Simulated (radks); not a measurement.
The numbers below are computed, except where a source is named.
Fractional charge and spin in the 5s shell of erbium: the spin-up occupation runs from 0 to 1 and the spin-down occupation from 0 to 1; the fullest corner is Er3+, [Kr] 4d10 4f(up 5.5, down 5.5) 5p6 5s(up 1, down 1). Level of theory: scalar-relativistic Kohn-Sham, PBE, spin-polarised, spherical densities, finite nucleus; Fermi nuclear charge, rms radius of each element as measured or else 0.836 A^(1/3) + 0.57 fm (a radial shooting solver on a logarithmic mesh with Libxc functionals). Energy (eV) minus the two flat planes that join the four corners (they meet along the diagonal where the two added fractions sum to one electron); zero is where a piecewise linear energy would lie.

down \ up,0,0.5,1
0,0.000,-2.042,0.000
0.5,-2.042,0.260,-1.956
1,0.000,-1.956,0.000

Corners above the fullest one (they belong to Er4+ and the next ion): (up 1, down 0) 89.695 eV, (up 0, down 1) 89.695 eV, (up 0, down 0) 196.43 eV. With half an added electron in each spin the energy lies 0.260 eV from the planes, and with half an added electron in spin up alone -2.042 eV. The planes are only a guide here: the flat-plane condition holds for ground states with one frontier orbital, while this shell lies below other occupied shells, so the corners above the fullest one are inner-hole states and not the ground states of those ions.
